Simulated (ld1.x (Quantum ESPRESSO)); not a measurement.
## beryllium, TM: configuration errors across variants

* Element: beryllium
* Generator: ld1.x (Quantum ESPRESSO) 7.5
* Type: norm-conserving Troullier–Martins (Kleinman–Bylander form)
* Functional: PBE
* Relativity: non-relativistic
* Frozen core: none
* Valence charge: 4
* Reference configuration: 1s2 2s2 2p0
* Partial waves: 1s (bound): rc 0.30 bohr; 2p (bound, empty): rc 3.65 bohr; 3d channel at 0.45 Ry: rc 3.85 bohr
* Local potential: all-electron potential smoothed inside 1.85 bohr (lloc = -1)
* Core correction: none

Occupied shells without a wave of their own: 2s. They enter only through the test configuration that unscreens the potential.

All-electron excitation energies from the reference (eV): (1) 1s2 2s1 2p0 9.549; (2) 1s2 2s0 2p0 27.494; (3) 1s2 2s1.5 2p0 3.760; (4) 1s2 2s0 2p2 7.247; (5) 1s2 2s0 2p1 13.456; (6) 1s1 2s2 2p0 128.261; (7) 1s2 2s1 2p1 3.610.

For the base: The 2s level has no wave, so the channel is fitted at the deeper level alone: the likely source of the large errors.

The file “base” misses its own reference levels by 0.7 eV. The file “all radii scaled by about 0.76 (s 0.22, p 2.78, d 2.92 bohr); local potential all-electron potential smoothed inside 1.40 bohr (lloc = -1)” misses its own reference levels by 0.5 eV. The file “all radii scaled by about 0.81 (s 0.24, p 2.96, d 3.12 bohr); local potential all-electron potential smoothed inside 1.50 bohr (lloc = -1)” misses its own reference levels by 0.4 eV. The file “all radii scaled by about 0.91 (s 0.28, p 3.32, d 3.50 bohr); local potential all-electron potential smoothed inside 1.68 bohr (lloc = -1)” misses its own reference levels by 0.5 eV. The file “all radii scaled by about 1.04 (s 0.32, p 3.80, d 4.02 bohr); local potential all-electron potential smoothed inside 1.92 bohr (lloc = -1)” misses its own reference levels by 0.7 eV. The file “all radii scaled by about 1.12 (s 0.34, p 4.08, d 4.30 bohr); local potential all-electron potential smoothed inside 2.08 bohr (lloc = -1)” misses its own reference levels by 0.8 eV. The file “all radii scaled by about 1.16 (s 0.34, p 4.24, d 4.48 bohr); local potential all-electron potential smoothed inside 2.16 bohr (lloc = -1)” misses its own reference levels by 0.8 eV. The file “all radii scaled by about 1.26 (s 0.38, p 4.60, d 4.86 bohr); local potential all-electron potential smoothed inside 2.34 bohr (lloc = -1)” misses its own reference levels by 1.0 eV. The file “all radii scaled by about 1.40 (s 0.42, p 5.10, d 5.38 bohr); local potential all-electron potential smoothed inside 2.58 bohr (lloc = -1)” misses its own reference levels by 1.2 eV.

Errors AE − PS in meV (a dash: test not solved or not reliable):

| change | (1) | (2) | (3) | (4) | (5) | (6) | (7) | bound ghosts |
| --- | --- | --- | --- | --- | --- | --- | --- | --- |
| base | +930 | +2517 | +395 | +1345 | +1722 | -782 | +667 | not determined |
| all radii scaled by about 0.76 (s 0.22, p 2.78, d 2.92 bohr); local potential all-electron potential smoothed inside 1.40 bohr (lloc = -1) | +660 | +1800 | +280 | +976 | +1269 | -678 | +478 | not determined |
| all radii scaled by about 0.81 (s 0.24, p 2.96, d 3.12 bohr); local potential all-electron potential smoothed inside 1.50 bohr (lloc = -1) | +602 | +1644 | +255 | +879 | +1136 | -646 | +433 | not determined |
| all radii scaled by about 0.91 (s 0.28, p 3.32, d 3.50 bohr); local potential all-electron potential smoothed inside 1.68 bohr (lloc = -1) | +756 | +2057 | +321 | +1098 | +1414 | -713 | +543 | not determined |
| all radii scaled by about 1.04 (s 0.32, p 3.80, d 4.02 bohr); local potential all-electron potential smoothed inside 1.92 bohr (lloc = -1) | +1010 | +2729 | +429 | +1458 | +1860 | -800 | +724 | not determined |
| all radii scaled by about 1.12 (s 0.34, p 4.08, d 4.30 bohr); local potential all-electron potential smoothed inside 2.08 bohr (lloc = -1) | +1142 | +3077 | +485 | +1644 | +2086 | -834 | +818 | not determined |
| all radii scaled by about 1.16 (s 0.34, p 4.24, d 4.48 bohr); local potential all-electron potential smoothed inside 2.16 bohr (lloc = -1) | +1194 | +3212 | +507 | +1717 | +2175 | -849 | +854 | not determined |
| all radii scaled by about 1.26 (s 0.38, p 4.60, d 4.86 bohr); local potential all-electron potential smoothed inside 2.34 bohr (lloc = -1) | +1380 | +3700 | – | +1985 | +2501 | -858 | +988 | none |
| all radii scaled by about 1.40 (s 0.42, p 5.10, d 5.38 bohr); local potential all-electron potential smoothed inside 2.58 bohr (lloc = -1) | +1705 | +4547 | +726 | +2451 | +3058 | -870 | +1220 | none |

(1) Give the same row for: all radii scaled by about 1.32 (s 0.40, p 4.80, d 5.08 bohr); local potential all-electron potential smoothed inside 2.44 bohr (lloc = -1).

## Answers

(1) +1533, +4098, +652, +2205, +2770, -867, +1097; bound ghosts: none.
